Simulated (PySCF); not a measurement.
Atoms are numbered as in `[CH2:1]1[CH2:2][C:3]2([CH2:4]1)[CH2:5][CH2:6][CH2:7]2`. Each H is labelled by its parent atom.

Geometry: PBE0-D3(BJ)/def2-SVP; GIAO shifts from PySCF 2.14.0 with density-fitted response routines, gas phase, non-relativistic, averaged over equivalent atoms.

At HF/pcSseg-1 (179 basis functions, 11 s wall time on 1 thread of an Arm Neoverse V1, shared host):
```json
{"atoms": "C3", "δ (ppm)": "36.4"}
{"atoms": "C2/C4/C5/C7", "δ (ppm)": "32.3"}
{"atoms": "C1/C6", "δ (ppm)": "15.8"}
{"atoms": "H(C2)/H(C4)/H(C5)/H(C7)", "δ (ppm)": "1.66"}
{"atoms": "H(C1)/H(C6)", "δ (ppm)": "1.60"}
```

Referencing at the same level of theory: ¹³C (σ = 190.85 ppm), ¹H (σ = 31.69 ppm) vs TMS.

Q: Predict the values at PBE0/pcSseg-1 on the same geometry.

A: 
```json
{"atoms": "C3", "δ at PBE0/pcSseg-1": "42.7", "change": "+6.3"}
{"atoms": "C2/C4/C5/C7", "δ at PBE0/pcSseg-1": "36.4", "change": "+4.1"}
{"atoms": "C1/C6", "δ at PBE0/pcSseg-1": "17.8", "change": "+2.0"}
{"atoms": "H(C2)/H(C4)/H(C5)/H(C7)", "δ at PBE0/pcSseg-1": "1.81", "change": "+0.15"}
{"atoms": "H(C1)/H(C6)", "δ at PBE0/pcSseg-1": "1.70", "change": "+0.10"}
```

References, each an isolated molecule treated in the same way: ¹³C (184.41 ppm), ¹H (31.27 ppm) against TMS.

The largest change is at C3 (quaternary sp3 carbon in a ring). Cost: 179 basis functions, 26 s wall time on 1 thread of an Arm Neoverse V1, shared host. The order of the carbon signals is the same at both levels.
